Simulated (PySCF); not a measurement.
ReF6, SMILES [F][Re]([F])([F])([F])([F])[F] (connectivity only; charge and spin as stated), neutral, multiplicity 2.

The structure is a stationary point at r2SCAN-D4/def2-SVP. The spin state was assumed, not searched. The isomer is the one that the SMILES or the coordinates give; other isomers of the formula were not compared. The def2 effective core potentials stand for the cores of Re; spin–orbit coupling is left out.

Computed with TDA-ωB97X/def2-SVPD (PySCF 2.14.0).

Vertical excitations; the highest root listed may be one member of a degenerate set. The molecule is in vacuum.

```csv
state,energy (eV),λ (nm),f,main pairs
root 1,0.15,8444,0.000,α HOMO→LUMO+1 (degenerate set)
root 2,0.15,8425,0.000,α HOMO→LUMO (degenerate set)
root 3,4.59,270,0.000,"α HOMO−1→LUMO, α HOMO−2→LUMO+1, α HOMO−3→LUMO, β HOMO−2→LUMO, β HOMO−1→LUMO+1, β HOMO→LUMO (degenerate set)"
root 4,4.59,270,0.000,"α HOMO−1→LUMO+1, α HOMO−2→LUMO, α HOMO−3→LUMO+1, β HOMO−2→LUMO+1, β HOMO−1→LUMO, β HOMO→LUMO+1 (degenerate set)"
root 5,4.75,261,0.000,"α HOMO−3→LUMO+1 37 %, α HOMO−2→LUMO 36 %, β HOMO→LUMO+1 13 %, β HOMO−1→LUMO 13 %"
root 6,4.93,252,0.000,"α HOMO−3→LUMO 39 %, α HOMO−2→LUMO+1 39 %, β HOMO→LUMO 11 %, β HOMO−1→LUMO+1 11 %"
root 7,4.94,251,0.000,"α HOMO−1→LUMO, α HOMO−2→LUMO+1, α HOMO−3→LUMO (degenerate set)"
root 8,4.94,251,0.000,"α HOMO−1→LUMO+1, α HOMO−3→LUMO+1, α HOMO−2→LUMO (degenerate set)"
root 9,5.06,245,0.000,"α HOMO−3→LUMO+1 13 %, α HOMO−2→LUMO 13 %, β HOMO−1→LUMO 37 %, β HOMO→LUMO+1 37 %"
root 10,5.12,242,0.001,"α HOMO−5→LUMO 31 %, α HOMO−4→LUMO+1 28 %, β HOMO−3→LUMO 13 %, β HOMO−4→LUMO+1 13 %"
```
Unrestricted roots are not spin-pure.
